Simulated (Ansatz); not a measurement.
Total energies of B₂ClH₃OS, SMILES `BSB(O)Cl`.

Cartesian coordinates in Å:
```
B -1.414 -0.733 -0.875
S -0.879 0.374 0.411
B 0.963 0.356 0.431
O 1.599 1.127 1.332
Cl 1.949 -0.601 -0.648
H -0.635 -1.329 -1.545
H -2.594 -0.826 -1.008
H 1.012 1.633 1.901
```

Total charge 0; spin multiplicity 1. The geometry is a stationary point of PBE0-D4/def2-TZVP. It is one conformer, not always the lowest. Basis def2-TZVPP, the Gaussian-basis code of Ansatz.

RPA on PBE orbitals: Hartree–Fock energy of these orbitals -983.16353 Eh, correlation -1.31433 Eh (frozen core).

```json
{"functional": "revPBE", "energy without D4 (Eh)": "-985.12788", "D4 term (kJ/mol)": "-58.2"}
{"functional": "B97M-V", "energy without D4 (Eh)": "-985.10984", "D4 term (kJ/mol)": "–"}
{"functional": "B3LYP", "energy without D4 (Eh)": "-985.36866", "D4 term (kJ/mol)": "-32.6"}
{"functional": "r2SCAN0", "energy without D4 (Eh)": "-985.18003", "D4 term (kJ/mol)": "-5.6"}
{"functional": "HSE06 (plane-wave form)", "energy without D4 (Eh)": "-984.86345", "D4 term (kJ/mol)": "-15.7"}
{"functional": "CAM-B3LYP", "energy without D4 (Eh)": "-985.29257", "D4 term (kJ/mol)": "-17.2"}
{"functional": "LC-ωPBE", "energy without D4 (Eh)": "-984.99644", "D4 term (kJ/mol)": "–"}
{"functional": "ωB97X-V", "energy without D4 (Eh)": "-985.16235", "D4 term (kJ/mol)": "–"}
{"functional": "ωB97M-V", "energy without D4 (Eh)": "-985.23837", "D4 term (kJ/mol)": "–"}
{"functional": "PBE-QIDH", "energy without D4 (Eh)": "-984.70005", "D4 term (kJ/mol)": "–"}
```

(1) Give the same for LDA (SPW92), PBE, BLYP, r2SCAN, PBE0, r2SCANh, BHLYP, B2PLYP. (Estimate.)

B3LYP takes the VWN-RPA correlation (the form of Gaussian; ORCA's B3LYP/G). HSE06 is the plane-wave form, built on full-range PBE exchange. The double hybrids freeze the cores in their second-order part.

Results:

(1) Computed: 
```csv
functional,energy without D4 (Eh),D4 term (kJ/mol)
LDA (SPW92),-981.35946,–
PBE,-984.80274,-19.9
BLYP,-985.28118,-44.1
r2SCAN,-985.20082,-4.6
PBE0,-984.88542,-16.8
r2SCANh,-985.19207,-5.0
BHLYP,-985.26587,-25.7
B2PLYP,-984.97270,–
```

LC-ωPBE has ω = 0.4 bohr⁻¹.
